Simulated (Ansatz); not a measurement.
SiO₃H₂, relaxed as a singlet with RKS PBE-D4/def2-TZVP in Ansatz, starting from the GFN1-xTB geometry. Force threshold 0.02 eV/Å.

The structure comes from a short search, and lower isomers may exist.

Start:

```xyz
6

Si    0.041    0.052    0.501
O    -0.355    1.015   -0.714
O     0.370   -1.401   -0.045
O     0.112    0.405    1.965
H    -0.618    1.905   -0.912
H     0.450   -1.976   -0.795
```

Question: Estimate the energy that the relaxation releases and the steps that it takes.

Answer: 42.4 kJ/mol, in 8 steps; 5 s on 4 threads of Arm Neoverse V1 on a shared host. No frequencies were taken in this run, so the end may be a saddle point.

Question: Does the start keep its bonding and symmetry?

Answer: By distances, no bond broke or formed. The bond that changes most is Si1–O3, from 1.59 to 1.63 Å (atoms count from 1). Point group Cs at the start, Cs at the end, both within 0.05 Å.

Question: Predict the relaxed structure.

Answer: 
```xyz
6

Si    0.050    0.018    0.510
O    -0.323    0.832   -0.868
O     0.413   -1.503    0.048
O     0.066    0.562    1.937
H    -0.557    1.764   -0.720
H     0.352   -1.673   -0.907
```
Bond lengths: 3 × O–Si 1.53 to 1.64 Å; 2 × H–O 0.97 Å.
